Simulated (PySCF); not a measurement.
C₄H₇F₃Si.
Atom-mapped SMILES: `[F:1][C:2]([F:3])=[C:4]([F:5])[CH2:6][CH2:7][SiH3:8]` (hydrogens: H9, H10 on C6; H11, H12 on C7; H13, H14, H15 on Si8)

Method: PySCF 2.14.0, PBE0-D3(BJ)/def2-SVP geometry optimisation, gas phase.

Give the optimised bond lengths and angles.

```json
{"bond": "F1–C2", "length (Å)": "1.315"}
{"bond": "C2–F3", "length (Å)": "1.308"}
{"bond": "C2=C4", "length (Å)": "1.333"}
{"bond": "C4–F5", "length (Å)": "1.338"}
{"bond": "C4–C6", "length (Å)": "1.485"}
{"bond": "C6–C7", "length (Å)": "1.532"}
{"bond": "C7–Si8", "length (Å)": "1.887"}
{"bond": "C6–H9, C6–H10", "length (Å)": "1.103"}
{"bond": "C7–H11, C7–H12", "length (Å)": "1.103"}
{"bond": "Si8–H13, Si8–H14, Si8–H15", "length (Å)": "1.495"}
```

Bonds in one row agree within 0.01 Å and their mean is given. A selection of angles:
```json
{"angle": "F1–C2–F3", "degrees": "112.0"}
{"angle": "F1–C2–C4", "degrees": "123.2"}
{"angle": "F3–C2–C4", "degrees": "124.8"}
{"angle": "C2–C4–F5", "degrees": "118.3"}
{"angle": "C2–C4–C6", "degrees": "126.0"}
{"angle": "F5–C4–C6", "degrees": "115.7"}
{"angle": "C4–C6–C7", "degrees": "112.4"}
{"angle": "C6–C7–Si8", "degrees": "114.2"}
```

Dihedral angles: F1–C2–C4–F5 180° (antiperiplanar); C2–C4–C6–C7 119° (anticlinal); C4–C6–C7–Si8 178° (antiperiplanar). The mirror-image conformer, all signs reversed, is as good.

The C–F distances run from 1.308 Å (C2–F3, drawn single) to 1.338 Å (C4–F5, drawn single), a spread of 0.030 Å. The C–C distances run from 1.333 Å (C2=C4, drawn double) to 1.532 Å (C6–C7, drawn single), a spread of 0.199 Å. Si8 (SiH3 silicon) is tetrahedral (angles from 108.2° to 110.3°). Of the pairs four or more bonds apart, F1···H9 is among the closest relative to their van der Waals radii: 2.50 Å, 93 % of the sum of Bondi's values.

Point group: C1 (no symmetry element, even within 0.4 Å). No frequency check. One conformer, not necessarily the lowest.
